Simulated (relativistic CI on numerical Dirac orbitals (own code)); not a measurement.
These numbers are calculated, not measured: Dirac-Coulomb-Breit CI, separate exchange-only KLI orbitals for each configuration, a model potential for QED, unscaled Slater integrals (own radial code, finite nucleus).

CI space (outside the closed core 1s2): 2s2, 2s.2p, 2p2, 2p.3s, 2p.3p, 2s.3s, 2s.3p, 2s.3d, 2s.4s, 2s.4p, 2s.4d, 2s.4f, 2s.5s, 3s2, 2s.5p, 2s.5d, 2s.5f, 2s.5g, 3s.3p, 3p2. Levels of other configurations are missing.

At this charge energies of transitions that change n are usually good to better than 1 %, and those within a shell (Δn = 0) to a few per cent.

Outline of the computed level scheme of Sb XLVIII. Lowest level of each configuration: 2s2 1S_0 at 0.00 eV; 2s.2p 3P°_0 at 96.71 eV; 2p2 3P_0 at 280.20 eV; 2s.3s 3S_1 at 4773.27 eV; 2s.3p 3P°_0 at 4820.76 eV; 2p.3s 3P°_1 at 4887.78 eV; 2s.3d 3D_1 at 4917.34 eV; 2p.3p 3P_0 at 4957.18 eV; 2s.4s 3S_1 at 6416.15 eV.

Some strong electric-dipole decays among the lowest 36 levels: 2s.3d 3D_3 → 2s.2p 3P°_2 (3.7e+14 s⁻¹); 2s.3d 3D_2 → 2s.2p 3P°_1 (3.2e+14 s⁻¹); 2s.3d 1D_2 → 2s.2p 1P°_1 (3.2e+14 s⁻¹); 2s.3d 3D_1 → 2s.2p 3P°_0 (2.3e+14 s⁻¹); 2s.3d 3D_1 → 2s.2p 3P°_1 (2.0e+14 s⁻¹); 2p.3p 3P_0 → 2s.2p 3P°_1 (1.4e+14 s⁻¹); 2p.3p 1S_0 → 2s.2p 1P°_1 (1.2e+14 s⁻¹); 2p.3p 3P_1 → 2s.2p 3P°_2 (1.0e+14 s⁻¹).

LS names give the leading component of a level, which can be under half, so a name can repeat, a term be missing and a line seem to break the LS rules.
